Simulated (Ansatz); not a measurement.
Isolated molecules relaxed with PBE0-D4/def2-TZVP in Ansatz; ΔE leaves out vibrations. CBS: MP2 limit from def2 TZ/QZ plus the TZ coupled-cluster correction, frozen cores. This one scheme is used for every species. Functionals use def2-TZVPP. For Ge outer-core shells are correlated without core-valence functions, which leaves a few kJ/mol of doubt a bond. Scalar relativity is left out up to krypton. Each species was taken in one conformer, which may not be the lowest.

`O=C=[N][Ge]([F])([Cl])[Cl]` + H₂ → `O=C=[N][GeH]([Cl])[Cl]` + H–F  (hydrogenolysis of a Ge–F bond)

`O=C=[N][Ge]([F])([Cl])[Cl]`:

Cartesian coordinates in Å:
```
O -1.889 -2.101 -0.892
C -0.944 -1.472 -0.667
N 0.090 -0.880 -0.472
Ge 0.583 0.669 0.286
F 2.281 0.739 0.128
Cl 0.115 0.718 2.340
Cl -0.236 2.328 -0.723
```

H₂:

Cartesian coordinates in Å:
```
H 0.166 -0.121 -0.311
H -0.166 0.121 0.311
```

`O=C=[N][GeH]([Cl])[Cl]`:

```xyz
7

O     1.821   -2.254    0.387
C     1.386   -1.201    0.175
N     1.015   -0.076   -0.058
Ge   -0.569    0.795   -0.142
Cl   -1.791   -0.145   -1.612
Cl   -1.544    0.628    1.745
H    -0.319    2.252   -0.496
```

H–F:

```xyz
2

F    -0.048    0.195   -0.414
H     0.048   -0.195    0.414
```

```tsv
species	revPBE energy (Eh)
`O=C=[N][Ge]([F])([Cl])[Cl]`	-3265.22069
H₂	-1.17659
`O=C=[N][GeH]([Cl])[Cl]`	-3165.92791
H–F	-100.45745
```

Question: Work out ΔE.

Answer: ΔE = (-3165.92791) + (-100.45745) − (-3265.22069) − (-1.17659) = 0.01192 Eh = +31.3 kJ/mol. CCSD(T)/CBS gives +30.4 kJ/mol.

Largest T1 diagnostic among the species: 0.013.

The D4 term adds +3.4 kJ/mol with B3LYP and +1.8 kJ/mol with PBE0; it sums over pairs of atoms, weighted by their polarisabilities, and B3LYP, whose exchange is more repulsive, gets the larger term. At CCSD(T), def2-SVP lies +10.3 kJ/mol from the extrapolated value and def2-TZVPP +5.0 kJ/mol. From BLYP to BHLYP (50 % exact exchange), in def2-TZVPP and without D4, ΔE moves by −4.1 kJ/mol.

B3LYP here is the variant with VWN-RPA as its local correlation; programs differ in this.
